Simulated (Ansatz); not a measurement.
Ansatz (a first-principles code) input file for C2HF3O, SMILES O=CC(F)(F)F, PBE0-D3(BJ)/def2-SVP. 

Ansatz 0.2 input:
```yaml
crystal:
  periodic: [false, false, false]
  atoms:
    - {symbol: F, position_ang: [0.43872547, 1.02304063, 1.09442896]}
    - {symbol: C, position_ang: [-0.00736574, 0.36598248, -0.00000000]}
    - {symbol: F, position_ang: [-1.34222668, 0.36794907, 0.00000001]}
    - {symbol: F, position_ang: [0.43872546, 1.02304063, -1.09442896]}
    - {symbol: C, position_ang: [0.57426818, -1.06696866, -0.00000000]}
    - {symbol: O, position_ang: [-0.11526607, -2.05527369, 0.00000000]}
    - {symbol: H, position_ang: [1.70369570, -1.07816630, -0.00000001]}
basis:
  gaussian:
    orbitals: def2-SVP
hamiltonian:
  xc: pbe0
  dispersion: d3bj
relax: {f_tol: 0.002, max_steps: 200}
```

Log of the run:

```
WARN ansatz: RAYON_NUM_THREADS=1 ignored (pool sized by the plan → 1); use --threads N
Functional definition: PBE0
integrals: 0.04 GiB planned
951 factors; integrals over basis functions are off by at most 3.5e-4 eV
mean field: 0.32 GiB planned
mean field evaluation 1: about -12261.8138 eV, gradient 4.8e1 eV
mean field evaluation 2: about -12252.9812 eV, gradient 8.6e1 eV
mean field evaluation 4: about -12265.5946 eV, gradient 3.9e0 eV
mean field evaluation 8: about -12265.6673 eV, gradient 6.2e-2 eV
mean field evaluation 16: about -12265.6673 eV, gradient 4.0e-5 eV
mean field -12265.66727404 eV, -450.7549583531 hartree, gradient 4.0e-5 eV, S^2 0.000000; 0 other end points of the search recorded, 0 dependent functions left out
the calculation of the forces begins
reference -12265.66728591 eV, -450.7549587894 hartree; 24, 24 occupied and 65, 65 virtual orbitals, 951 factors
relax step   1: F+E_penalty+E_count = -12265.75277614 eV  Δ(F+E_penalty+E_count) = +0.000e0 eV  max|allowed force component| = 1.126e0 eV/Å  Δτ_max = 0.0000 Å  (29 SCF iters, accepted)
these checks for a lower state are left out or cut short: starts, cluster_reference, orbital_swaps, neighbouring_geometries, increment
integrals: 0.04 GiB planned
951 factors; integrals over basis functions are off by at most 3.4e-4 eV
mean field: 0.32 GiB planned
mean field -12265.70369216 eV, -450.7562966941 hartree, gradient 8.4e-6 eV, S^2 0.000000; 0 other end points of the search recorded, 0 dependent functions left out
the calculation of the forces begins
reference -12265.70370399 eV, -450.7562971291 hartree; 24, 24 occupied and 65, 65 virtual orbitals, 951 factors
relax step   2: F+E_penalty+E_count = -12265.78946146 eV  Δ(F+E_penalty+E_count) = -3.669e-2 eV  max|allowed force component| = 3.563e-1 eV/Å  Δτ_max = 0.0184 Å  (33 SCF iters, accepted)
these checks for a lower state are left out or cut short: starts, cluster_reference, orbital_swaps, neighbouring_geometries, increment
integrals: 0.04 GiB planned
951 factors; integrals over basis functions are off by at most 3.3e-4 eV
mean field: 0.32 GiB planned
mean field evaluation 32: about -12265.7076 eV, gradient 8.2e-6 eV
mean field -12265.70763052 eV, -450.7564414265 hartree, gradient 8.2e-6 eV, S^2 0.000000; 0 other end points of the search recorded, 0 dependent functions left out
the calculation of the forces begins
reference -12265.70764235 eV, -450.7564418611 hartree; 24, 24 occupied and 65, 65 virtual orbitals, 951 factors
relax step   3: F+E_penalty+E_count = -12265.79350673 eV  Δ(F+E_penalty+E_count) = -4.045e-3 eV  max|allowed force component| = 3.234e-2 eV/Å  Δτ_max = 0.0092 Å  (33 SCF iters, accepted)
these checks for a lower state are left out or cut short: starts, cluster_reference, orbital_swaps, neighbouring_geometries, increment
integrals: 0.04 GiB planned
951 factors; integrals over basis functions are off by at most 3.3e-4 eV
mean field: 0.32 GiB planned
mean field -12265.70765936 eV, -450.7564424863 hartree, gradient 7.5e-5 eV, S^2 0.000000; 0 other end points of the search recorded, 0 dependent functions left out
the calculation of the forces begins
reference -12265.70767119 eV, -450.7564429210 hartree; 24, 24 occupied and 65, 65 virtual orbitals, 951 factors
relax step   4: F+E_penalty+E_count = -12265.79353307 eV  Δ(F+E_penalty+E_count) = -2.633e-5 eV  max|allowed force component| = 1.140e-2 eV/Å  Δτ_max = 0.0012 Å  (21 SCF iters, accepted)
these checks for a lower state are left out or cut short: starts, cluster_reference, orbital_swaps, neighbouring_geometries, increment
integrals: 0.04 GiB planned
951 factors; integrals over basis functions are off by at most 3.3e-4 eV
mean field: 0.32 GiB planned
mean field -12265.70766879 eV, -450.7564428327 hartree, gradient 5.3e-5 eV, S^2 0.000000; 0 other end points of the search recorded, 0 dependent functions left out
the calculation of the forces begins
reference -12265.70768062 eV, -450.7564432674 hartree; 24, 24 occupied and 65, 65 virtual orbitals, 951 factors
relax step   5: F+E_penalty+E_count = -12265.79354107 eV  Δ(F+E_penalty+E_count) = -7.999e-6 eV  max|allowed force component| = 2.208e-3 eV/Å  Δτ_max = 0.0012 Å  (22 SCF iters, accepted)
these checks for a lower state are left out or cut short: starts, cluster_reference, orbital_swaps, neighbouring_geometries, increment
integrals: 0.04 GiB planned
951 factors; integrals over basis functions are off by at most 3.3e-4 eV
mean field: 0.32 GiB planned
mean field -12265.70766866 eV, -450.7564428280 hartree, gradient 1.7e-5 eV, S^2 0.000000; 0 other end points of the search recorded, 0 dependent functions left out
the calculation of the forces begins
reference -12265.70768049 eV, -450.7564432626 hartree; 24, 24 occupied and 65, 65 virtual orbitals, 951 factors
relax step   6: F+E_penalty+E_count = -12265.79354130 eV  Δ(F+E_penalty+E_count) = -2.356e-7 eV  max|allowed force component| = 4.443e-4 eV/Å  Δτ_max = 0.0002 Å  (20 SCF iters, accepted)
integrals: 0.04 GiB planned
951 factors; integrals over basis functions are off by at most 3.3e-4 eV
mean field: 0.32 GiB planned
mean field evaluation 64: about -12265.7077 eV, gradient 1.7e-5 eV
mean field -12265.70766866 eV, -450.7564428280 hartree, gradient 1.7e-5 eV, S^2 0.000000; 1 other end points of the search recorded, 0 dependent functions left out
the calculation of the forces begins
reference -12265.70768049 eV, -450.7564432626 hartree; 24, 24 occupied and 65, 65 virtual orbitals, 951 factors
Total energy: -12265.79355313 eV, -450.7595990240 hartree
Atom 0 at     0.432192     1.013257     1.079193 Å, force     0.000011     0.000142     0.000117 eV/Å
Atom 1 at    -0.004229     0.362587    -0.000000 Å, force    -0.000392     0.000014    -0.000000 eV/Å
Atom 2 at    -1.322168     0.359204     0.000000 Å, force     0.000444    -0.000125    -0.000000 eV/Å
Atom 3 at     0.432192     1.013257    -1.079193 Å, force     0.000011     0.000142    -0.000117 eV/Å
Atom 4 at     0.574364    -1.058101     0.000000 Å, force     0.000327    -0.000388     0.000000 eV/Å
Atom 5 at    -0.113502    -2.031637    -0.000000 Å, force    -0.000238     0.000042    -0.000000 eV/Å
Atom 6 at     1.691708    -1.078963    -0.000000 Å, force    -0.000163     0.000172     0.000000 eV/Å
Dipole moment:     0.327320     0.061121    -0.000000 e Å
```

Self-consistency was reached.

Cost: about 13 core-seconds (a rough figure).
